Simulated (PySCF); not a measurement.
Order these species by their calculated properties.

Species are written as SMILES; each is one conformer at its optimised geometry, gas phase, non-relativistic unless stated. Electronic properties by PySCF.

The conformers computed, where there is a choice (atom-mapped SMILES and torsion angles):
- `[F:1][C:2]([SiH3:3])([SiH3:4])[CH2:5][O:6][SiH3:7]`: F1–C2–C5–O6 -153°, C2–C5–O6–Si7 -162°
- `[N:1]#[C:2][C@:3]1([CH2:4][SiH3:5])[C@@H:6]2[CH2:7][C@H:8]12`: C2–C3–C4–Si5 68°
- `[CH3:1][C:2](=[O:3])[O:4][CH:5]=[O:6]`: C1–C2–O4–C5 180°, C2–O4–C5–O6 0°
- `[OH:1][SiH2:2][O:3][SiH3:4]`: O1–Si2–O3–Si4 179°, H–O1–Si2–O3 3°
- `[CH3:1][N:2]([SiH3:3])/[CH:4]=[CH:5]/[C:6]#[N:7]`: C1–N2–C4–C5 0°
- `[F:1][CH2:2][C@@H:3]1[O:4][C@@H:5]1[C:6]([F:7])([F:8])[F:9]`: F1–C2–C3–O4 173°, O4–C5–C6–F7 107°
- `[SiH3:1][CH2:2][c:3]1[cH:4][cH:5][n:6][cH:7][cH:8]1`: Si1–C2–C3–C4 89°
- `[NH2:1][SiH2:2][n:3]1[cH:4][cH:5][cH:6][cH:7]1`: N1–Si2–N3–C4 -153°, H–N1–Si2–N3 46°, H–N1–Si2–N3 -174°

The conformers of `Cl[C@@H]1C[SiH2][SiH2][SiH2]1` and `Cl[C@H]1[SiH2]C[SiH2][SiH2]1` aren't listed.

Question: Rank by electronic spatial extent ⟨r²⟩ about the centre of nuclear charge, highest first (PBE0/def2-SVPD at GFN2-xTB geometries).
A. `CC(=O)OC=O`
B. `O[SiH2]O[SiH3]`
C. `FC([SiH3])([SiH3])CO[SiH3]`
D. `N#C[C@]1(C[SiH3])[C@@H]2C[C@@H]21`

Answer: C (1659 bohr²), D (1212 bohr²), B (658 bohr²), A (560 bohr²).

Q: Give the two extremes of that set in Å².

A: `CC(=O)OC=O`: 157 Å²; `FC([SiH3])([SiH3])CO[SiH3]`: 464 Å².

Question: Rank by lowest singlet excitation, highest first (TDDFT wB97X-D/def2-SVPD at GFN2-xTB geometries).
A. `[SiH3]Cc1ccncc1`
B. `CN([SiH3])/C=C/C#N`
C. `Cc1ccn([SiH3])n1`
D. `C([C@H]1[C@@H](C(F)(F)F)O1)F`
E. `CP1C=CC(F)C=C1`
F. `C1[C@H]([SiH2][SiH2][SiH2]1)Cl`
G. `F[P+](F)(F)F`

Answer: G (11.59 eV), D (8.40 eV), C (6.48 eV), F (6.10 eV), B (5.68 eV), E (5.49 eV), A (5.16 eV).

Question: Rank by HOMO–LUMO gap, highest first (wB97X-D/def2-SVPD at GFN2-xTB geometries).
A. `CC1=NN([SiH3])C=C1`
B. `CN([SiH3])/C=C/C#N`
C. `[P+](F)(F)(F)F`
D. `CP1C=CC(F)C=C1`

Answer: C (17.45 eV), A (10.91 eV), D (9.69 eV), B (9.52 eV).

Q: By how much do the two ends of that ranking differ?

A: By 7.93 eV, between `F[P+](F)(F)F` and `CN([SiH3])/C=C/C#N`.

Question: Rank by dipole moment, lowest first (PBE0/def2-SVPD at GFN2-xTB geometries).
A. `O[SiH2]O[SiH3]`
B. `FC([SiH3])([SiH3])CO[SiH3]`
C. `CC(=O)OC=O`
D. `N[SiH2]n1cccc1`
E. `N#C[C@]1(C[SiH3])[C@@H]2C[C@@H]21`

Answer: A (1.20 D), B (2.01 D), D (2.41 D), C (4.23 D), E (4.53 D).

Q: By how much do the two ends of that ranking differ?

A: By 3.33 D, between `N#C[C@]1(C[SiH3])[C@@H]2C[C@@H]21` and `O[SiH2]O[SiH3]`.

Question: Rank by HOMO energy, highest first (wB97X-D/def2-SVPD at GFN2-xTB geometries).
A. `Cc1nn([SiH3])cc1`
B. `CN([SiH3])/C=C/C#N`
C. `F[P+](F)(F)F`
D. `[SiH3]CC1=CC=NC=C1`
E. `[C@@H]1(O[C@H]1CF)C(F)(F)F`

Answer: B (-8.36 eV), A (-8.97 eV), D (-9.21 eV), E (-11.00 eV), C (-23.15 eV).

Question: Rank by static isotropic polarisability, lowest first (wB97X-D/def2-SVPD at GFN2-xTB geometries).
A. `Cl[C@H]1[SiH2]C[SiH2][SiH2]1`
B. `[SiH3]N(C)/C=C/C#N`
C. `Cl[C@@H]1C[SiH2][SiH2][SiH2]1`
D. `F[P+](F)(F)F`
E. `c1cnccc1C[SiH3]`
F. `Cc1ccn([SiH3])n1`

Answer: D (20.1 au), F (84.8 au), B (92.1 au), E (100.8 au), A (114.2 au), C (117.8 au).

Q: Give the two extremes of that set as polarisability volumes in Å³.

A: `F[P+](F)(F)F`: 2.98 Å³; `Cl[C@@H]1C[SiH2][SiH2][SiH2]1`: 17.46 Å³.
